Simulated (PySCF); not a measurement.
As4S4 realgar, As₄S₄.
Bonds: As1–S2, As1–As5, As1–S8, S2–As3, As3–S4, As3–As7, S4–As5, As5–S6, S6–As7, As7–S8.

Computed by this run: PySCF, PBE0-D3(BJ)/def2-SVP geometry optimisation, gas phase; density fitting, grid level 1; the optimiser is geomeTRIC in internal coordinates, started from a GFN2-xTB structure with every atom displaced at random (about 0.03 Å).

Step 0: E = -286625.1652 eV
```
atom  x, y, z in Å  |  force x, y, z in eV/Å
As1     1.0343   -0.9903    1.4929   -1.150   0.645  -0.614
S2     -1.2694   -1.2456    1.5289    0.452   0.224  -0.373
As3    -2.0369   -0.0811   -0.2767    1.551   0.107   0.601
S4     -1.1426    1.9134    0.5095   -1.527  -0.251  -0.083
As5     0.9722    1.5805    0.6329    0.934  -0.536   0.442
S6      1.2420    1.2473   -1.5437    0.097  -0.244  -0.321
As7     0.0508   -0.6190   -1.8935   -0.306   0.194   0.303
S8      1.2880   -1.8909   -0.5340   -0.050  -0.140   0.045
```

Step 1: E = -286625.4068 eV
```
atom  x, y, z in Å  |  force x, y, z in eV/Å
As1     0.9892   -0.9367    1.4524   -0.264   0.343  -0.119
S2     -1.2409   -1.2342    1.5154    0.094  -0.078   0.029
As3    -1.9523   -0.0870   -0.2627    0.408   0.172   0.042
S4     -1.1909    1.8979    0.5354   -0.599  -0.113  -0.171
As5     0.9695    1.5680    0.6420    0.534  -0.243   0.186
S6      1.2691    1.2204   -1.5451   -0.029   0.032  -0.029
As7     0.0411   -0.6118   -1.8845   -0.232   0.083   0.064
S8      1.2535   -1.9023   -0.5366    0.088  -0.196  -0.002
```

**Question.** Estimate the geometry and energy of step 2. (The exact step hangs on the optimiser's Hessian estimate; all steps are aligned on step 1, rigid shifts and turns removed.)

**Answer.** E = -286625.4388 eV, largest force 0.187 eV/Å
```
atom  x, y, z in Å  |  force x, y, z in eV/Å
As1     0.9755   -0.9072    1.4372    0.089   0.044   0.056
S2     -1.2280   -1.2372    1.5128   -0.067  -0.097   0.122
As3    -1.9181   -0.0866   -0.2635   -0.080   0.097  -0.070
S4     -1.2078    1.8889    0.5231   -0.176   0.021  -0.059
As5     0.9825    1.5564    0.6562    0.182  -0.044   0.009
S6      1.2684    1.2191   -1.5371   -0.004   0.035   0.005
As7     0.0252   -0.6050   -1.8753   -0.014  -0.006  -0.037
S8      1.2405   -1.9140   -0.5371    0.070  -0.049  -0.026
```

The energy changes by -0.0320 eV. The first-order estimate −F·Δx gives -0.0623 eV and the mean of the old and new forces, exact on a quadratic surface, -0.0320 eV. The step makes an angle of 35° with the force vector and moves no atom by more than 0.036 Å.

The cost below is that of the whole optimisation. On one thread of an AMD EPYC, no GPU, shared host with 64 logical CPUs at a one-minute load of 58, this took 7.4 min wall and 1.6 GiB of memory at its peak.
